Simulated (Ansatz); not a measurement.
`C[SiH](N)[GeH2][NH2]` + H₂Te → `C[SiH](N)[TeH]` + `[NH2][GeH3]`  (cleavage of the Si–Ge bond)

Computed with Ansatz on PBE0-D4/def2-TZVP structures; ΔE is electronic, products minus reactants. CCSD(T)/CBS is the MP2 limit (def2-TZVPP, def2-QZVPP) plus CCSD(T) − MP2 in def2-TZVPP, frozen cores. DFT in def2-TZVPP. B3LYP here is the variant with VWN-RPA as its local correlation; programs differ in this. def2 core potentials past Kr. For Ge, Te outer-core shells are correlated without core-valence functions, which leaves a few kJ/mol of doubt a bond. Scalar relativity is left out up to krypton. Each species was taken in one conformer, which may not be the lowest.

`C[SiH](N)[GeH2][NH2]`:

Z-matrix (Å, degrees):
```
C
Si 1 1.869
H 1 1.094 2 110.7
H 1 1.092 2 111.1 3 120.2
H 1 1.093 2 110.6 3 -119.2
N 2 1.722 1 111.2 3 -61.7
Ge 2 2.390 1 113.6 3 -174.9
H 2 1.498 1 106.9 3 64.2
H 6 1.010 2 117.1 1 -147.6
H 6 1.007 2 121.9 1 68.4
N 7 1.863 2 103.5 1 117.7
H 7 1.553 2 113.8 1 -5.0
H 7 1.541 2 114.6 1 -128.6
H 11 1.012 7 113.3 2 167.6
H 11 1.012 7 112.6 2 -69.8
```

H₂Te:

Z-matrix (Å, degrees):
```
Te
H 1 1.656
H 1 1.656 2 90.4
```

`C[SiH](N)[TeH]`:

```xyz
11

C    -0.424    0.948   -1.122
Si   -0.105   -0.358    0.166
N     0.028    0.425    1.685
Te    2.072   -1.563   -0.138
H     0.379    1.687   -1.135
H    -1.370    1.463   -0.924
H    -0.489    0.493   -2.113
H    -1.150   -1.417    0.060
H     0.255   -0.091    2.519
H    -0.516    1.248    1.887
H     1.319   -2.836   -0.885
```

`[NH2][GeH3]`:

```xyz
7

N    -0.401    1.006   -0.421
Ge    0.093   -0.667    0.173
H    -0.580    1.665    0.325
H     0.268    1.424   -1.053
H     0.275   -1.546   -1.074
H     1.402   -0.696    0.998
H    -1.056   -1.186    1.051
```

Question: Is it downhill or uphill in electronic energy at CCSD(T)/CBS, and by how much? (Estimate.)

Answer: Ansatz gave: Downhill: ΔE = -0.60 eV.

Question: What do these levels give: B3LYP-D4, PBE, HF/def2-TZVPP, CCSD(T)/def2-TZVPP, HF/def2-QZVPP, CCSD/CBS(def2)? (An estimate is asked.)

Answer: Computed: B3LYP-D4 -0.53, PBE -0.51, HF/def2-TZVPP -0.69, CCSD(T)/def2-TZVPP -0.53, HF/def2-QZVPP -0.70, CCSD/CBS(def2) -0.61 eV.

Largest T1 diagnostic among the species: 0.011.

In def2-TZVPP, CCSD(T) changes the Hartree–Fock value by +0.16 eV (the triples alone add +0.01 eV) and MP2 by +0.05 eV. From PBE to PBE0 (25 % exact exchange), in def2-TZVPP and without D4, ΔE moves by −0.05 eV.
